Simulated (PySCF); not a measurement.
## Where the electron goes

C₄H₁₂OSi₂.
SMILES with atom numbers: `[SiH3:1][CH2:2][C@H:3]1[CH2:4][CH2:5][SiH2:6][O:7]1` (hydrogens: H8, H9, H10 on Si1; H11, H12 on C2; H13 on C3; H14, H15 on C4; H16, H17 on C5; H18, H19 on Si6)

Cartesian coordinates in Å at the GFN2-xTB level; atoms count from 1:
```
atom  x, y, z in Å
Si1    2.5438    0.4520   -0.8340
C2     1.5589   -0.1649    0.6768
C3     0.1784   -0.5508    0.1827
C4    -0.9476   -0.4292    1.2111
C5    -2.2633   -0.3177    0.4413
Si6   -1.7107    0.6521   -1.1047
O7    -0.1282    0.2996   -0.9165
H8     3.9583    0.4775   -0.4289
H9     2.3991   -0.4913   -1.9406
H10    2.1463    1.8051   -1.2099
H11    1.4782    0.6339    1.4148
H12    2.0340   -1.0116    1.1689
H13    0.2041   -1.5773   -0.2090
H14   -0.7881    0.4859    1.7865
H15   -0.9292   -1.2751    1.9001
H16   -2.6254   -1.3101    0.1702
H17   -3.0350    0.1525    1.0457
H18   -1.8854    2.0980   -1.0051
H19   -2.1980    0.0809   -2.3568
```

Computed with TDDFT wB97X-D/def2-SVPD, vertical, gas phase, core orbitals frozen in the response (PySCF).

Frontier orbitals with the atoms that hold most of them (Löwdin shares over 4%, at most four atoms; ? is withheld):

```tsv
orbital	ε (eV)	atoms
HOMO-3	-10.94	Si1 27%, H8 19%, H10 12%, O7 10%
HOMO-2	-10.42	C5 29%, O7 16%, Si6 16%, C4 8%
HOMO-1	-10.23	C2 26%, Si1 18%, C3 12%, H8 9%
HOMO	-9.81	?
LUMO	1.99	?
LUMO+1	2.16	Si6 34%, C5 12%, H18 8%, H17 8%
LUMO+2	2.51	Si1 32%, Si6 15%, H10 8%, H9 6%
```

(1) Which atoms hold the HOMO, and with what shares?

(2) Give the leading atoms of the LUMO.

(3) The HOMO–LUMO gap is 11.79 eV. Where does the response calculation put the lowest singlet, and from which orbitals?

Results:

(1) O7 (bonded to C and Si) 40%; C3 (bonded to 2 C, O and H) 11%; Si6 (bonded to C, O and 2 H) 9%; H13 (bonded to C) 7%.

(2) Si6 (bonded to C, O and 2 H) 27%; Si1 (bonded to C and 3 H) 13%; H19 (bonded to Si) 8%; H18 (bonded to Si) 8%. By element: silicon 40%, hydrogen 16% or more.

(3) S1 is at 7.29 eV (f = 0.0064), 4.50 eV below the gap, made of HOMO→LUMO (76%). 

Next come S2 at 7.81 eV (f 0.027), HOMO→LUMO+1 (62%); S3 at 7.85 eV (f 0.039), HOMO-2→LUMO (56%), HOMO-1→LUMO (9%); S4 at 8.22 eV (f 0.019), HOMO-1→LUMO (48%), HOMO-1→LUMO+1 (14%), HOMO-1→LUMO+3 (10%); S5 at 8.30 eV (f 0.047), HOMO-2→LUMO+1 (63%).

Löwdin shares depend on the basis, the more so with diffuse functions.

On one thread of an Arm Neoverse N1, no GPU, on a shared host, this took 1.9 min wall.

One conformer stands for the species.
